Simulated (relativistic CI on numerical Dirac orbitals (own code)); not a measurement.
**How well does a small relativistic CI reproduce Tm IV?**

Calculated at this level of theory: Dirac-Coulomb-Breit CI, orbitals from a KLI potential per configuration, model QED (radiative potential, 1s self-energy scaled to tabulated hydrogen-like ionisation energies), valence Slater integrals scaled by 0.85, P86 correlation estimate, and configurations built on the next ion tied to the tabulated ionisation energy (semi-empirical) (own radial code, finite nucleus).

CI space (outside the closed core [Kr] 4d10 5s2): 4f12 5p6, 4f11 5p6 5d, 4f11 5p6 6s, 4f11 5p6 6p, 4f11 5p6 6d, 4f11 5p6 7s, 4f11 5p6 5f, 4f11 5p6 6f, 4f12 5p5 5d, 4f14 5p4, 4f13 5p5, 4f12 5p5 5f, 4f10 5p6 5d 6s, 4f11 5p6 7p, 4f12 5p5 5g, 4f12 5p5 6s, 4f11 5p6 5g, 4f11 5p6 7d, 4f10 5p6 6s2, 4f13 5p4 6s, 4f12 5p5 6p, 4f13 5p4 5d, 4f13 5p4 6p, 4f12 5p5 6d. Levels of other configurations are missing.

```tsv
Configuration	Term (tabulated)	J	Measured (cm⁻¹)	Computed	Error	Purity (%)
4f12 5p6	3H	6	0.0	0	0	98
4f12 5p6	3F	4	5634.0	5765	131	56
4f12 5p6	3H	5	8216.7	7910	-306	99
4f12 5p6	3H	4	12547.2	12268	-279	56
4f12 5p6	3F	3	14410.4	14694	283	99
4f12 5p6	3F	2	15089.6	15636	547	80
4f12 5p6	1I	6	35329.3	35428	99	98
4f12 5p6	3P	2	38532.5	40129	1596	65
```

Measured levels from measured levels as listed in Tchang-Brillet, Wyart, Meftah and Ait Mammar, Atoms 6, 52 (2018); pairs were made by configuration, J and term (by order where the table uses no LS term), so strongly mixed levels may be paired wrongly. Some J values or terms of the table were assigned by a fit.

Mean error by configuration (cm⁻¹): 4f12 5p6 296. Over the excited levels the mean absolute error is 463 cm⁻¹ (7 of the 9 excited levels that our extract of the source holds in range could be paired, and the others can miss by more), and the median relative error of those above 1,000 cm⁻¹ is 2.3 %. Some levels of the ground configuration have no partner.
